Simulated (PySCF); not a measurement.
Species: H4SiTe2.
Atom-mapped SMILES: `[TeH:1][SiH2:2][TeH:3]` (hydrogens: H4 on Te1; H5, H6 on Si2; H7 on Te3)

Computed, not measured: PySCF 2.14.0, PBE0-D3(BJ)/def2-SVP geometry optimisation, gas phase, def2 core potentials past Kr.

(1) What internal coordinates does the optimisation give?

Results:

(1) 
```csv
bond,length (bohr),order
"Te1–Si2, Si2–Te3",4.736,single
"Te1–H4, Te3–H7",3.147,single
"Si2–H5, Si2–H6",2.820,single
```

Bonds in one row agree within 0.02 bohr and their mean is given. Orders are formal, as drawn. A selection of angles:
```csv
angle,degrees
Si2–Te1–H4,90.5
Te1–Si2–Te3,116.9
Te1–Si2–H5,105.7
Te1–Si2–H6,109.1
H5–Si2–H6,110.5
Si2–Te3–H7,91.1
```

Si2 (SiH2 silicon) is distorted tetrahedral (angles from 104.8° to 116.9°).

Point group: near Cs, missed by 0.15 Å at most; the miss may be what the optimiser left on a soft mode. Whether it is a minimum is left open (no frequencies). The numbers are those of one conformer (H–Te1–Si2–Te3 -74°, Te1–Si2–Te3–H 67°).

Hardware: Arm Neoverse V2, one thread, shared host with 32 logical CPUs at a one-minute load of 35. Cost: 29 s wall, 0.38 GiB resident at most. This is the geometry optimisation.
